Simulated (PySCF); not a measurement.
F5Te, multiplicity 2. Atoms are numbered in the order given.

```xyz
6

F     -1.3730    -1.3730     0.1894
Te     0.0000     0.0000     0.1661
F      1.3730    -1.3730     0.1894
F     -1.3730     1.3730     0.1894
F      0.0000     0.0000    -1.7175
F      1.3730     1.3730     0.1894
```
Charge 0, spin multiplicity 2.

Geometry optimised at B3LYP-D3(BJ)/def2-SVP. The isomer is the one that the SMILES or the coordinates give; other isomers of the formula were not compared. The def2 effective core potentials stand for the cores of Te; spin–orbit coupling is left out.

Computed with B3LYP-D3(BJ)/def2-SVP (PySCF).

Frequencies are harmonic and unscaled.

Modes within 1.5 cm⁻¹ of each other (mostly degenerate sets) share a row, with their intensities summed.

Question: Estimate the vibrational spectrum. (Estimate from the structure and the level; the computed values follow.)

Answer: 
| mode | ν (cm⁻¹) | IR (km/mol) | moving atoms (share of kinetic energy) |
|---|---|---|---|
| 1 | 115 | 0.0 | F 100 % |
| 2–3 | 180 | 8.9 | F 95 % |
| 4 | 219 | 32.3 | F 71 %, Te 29 % |
| 5 | 244 | 0.0 | F 100 % |
| 6–7 | 261 | 32.3 | F 89 %, Te 11 % |
| 8 | 581 | 0.2 | F 100 % |
| 9 | 583 | 0.0 | F 100 % |
| 10–11 | 606 | 207.6 | F 74 %, Te 26 % |
| 12 | 693 | 50.6 | F 86 %, Te 14 % |
